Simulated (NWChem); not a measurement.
DMF (C3H7NO); SMILES CN(C)C=O

```xyz
12

C      0.7833    -1.5830     0.0000
N      0.0254    -0.3483     0.0000
C     -1.4245    -0.4378     0.0000
C      0.6356     0.8746     0.0000
O      0.0669     1.9537     0.0000
H      1.8536    -1.3571     0.0000
H      0.5559    -2.1867     0.8892
H      0.5559    -2.1867    -0.8892
H     -1.8230     0.5774     0.0000
H     -1.7809    -0.9719    -0.8906
H     -1.7809    -0.9719     0.8906
H      1.7399     0.7826     0.0000
```
Atoms are numbered in this order, from 1.

Results from NWChem. Pople sets run with spherical d functions. The geometry was optimised at B3LYP/6-31G* (spherical d). B3LYP is NWChem's, with the RPA form of VWN correlation.

**Question.** Taking B3LYP/6-311++G** as the yardstick, which of these has the fewest basis functions while keeping “dipole (D)” within 0.2 D of it: B3LYP/STO-3G; B3LYP/6-311G**; B3LYP/6-31+G*; B3LYP/3-21G; B3LYP/6-31G*?

**Answer.** B3LYP/6-31+G* (a larger set in the list lies outside the tolerance).
| level | basis functions | dipole (D) | relative time (rough) |
|---|---|---|---|
| B3LYP/STO-3G | 32 | 2.74 | 1 |
| B3LYP/3-21G | 59 | 3.67 | 1 |
| B3LYP/6-31G* | 84 | 3.82 | 3 |
| B3LYP/6-31+G* | 104 | 4.23 | 4 |
| B3LYP/6-311G** | 132 | 3.93 | 6 |
| B3LYP/6-311++G** | 159 | 4.20 | 10 |

The yardstick is one finite set, not the basis-set limit.
